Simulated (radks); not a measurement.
The numbers below are computed, except where a source is named.
Polarisability of the copper ion Cu3+, [Ar] 3d8, at imaginary frequency. Level of theory: scalar-relativistic Kohn-Sham, LB94 model potential, spin-polarised, spherical densities, finite nucleus; open shells are filled with parallel spins first; Fermi nuclear charge, rms radius 3.8823 fm (a radial shooting solver on a logarithmic mesh with Libxc functionals). Response by self-consistent Sternheimer equations with the Hartree and adiabatic LDA kernel, the relativistic mass of each level held fixed and spin-orbit coupling left out.

| w (hartree) | alpha1(iw) (bohr^3) |
|---|---|
| 0.00266 | 1.561 |
| 0.0143 | 1.561 |
| 0.0360 | 1.560 |
| 0.0697 | 1.557 |
| 0.118 | 1.551 |
| 0.186 | 1.536 |
| 0.280 | 1.505 |
| 0.413 | 1.448 |
| 0.605 | 1.350 |
| 0.892 | 1.196 |
| 1.35 | 0.9851 |
| 2.12 | 0.7259 |
| 3.59 | 0.4441 |
| 6.94 | 0.1958 |
| 17.5 | 0.04669 |

Static values: alpha1 = 1.561 bohr^3 (0.2313 angstrom^3; uncoupled 1.928). C6 = 3.643, triple-dipole C9 = 3.865 atomic units. One-pole (London) frequency 4 C6 / (3 alpha1^2) = 1.993 hartree, against 2.159 for minus the highest occupied eigenvalue.
